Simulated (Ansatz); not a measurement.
| atom | x (Å) | y (Å) | z (Å) |
| --- | --- | --- | --- |
| P | 0.0000 | 0.0000 | -0.5115 |
| N | 0.0000 | 0.0000 | 1.0962 |

Basis set: def2-TZVP (spherical functions). Frozen core: 6 orbitals. Charge 0, multiplicity 1.

Computed with Ansatz (development build ahead of 0.2.0); each method stands on the lowest determinant of its kind that the runs found. Restricted open shells among the atoms or ions are ROHF, correlated in semicanonical orbitals with singles.

The atomization energy at this shape (free ground-state atoms in the same class of orbitals less the molecule, no zero-point energy) of singlet PN:

```json
{"method": "RHF", "atomization energy": "1.00 eV"}
```

Task: What does RHF-MP2 give?

Result: 6.20 eV. Caution: in another basis set an unrestricted determinant lies well below.
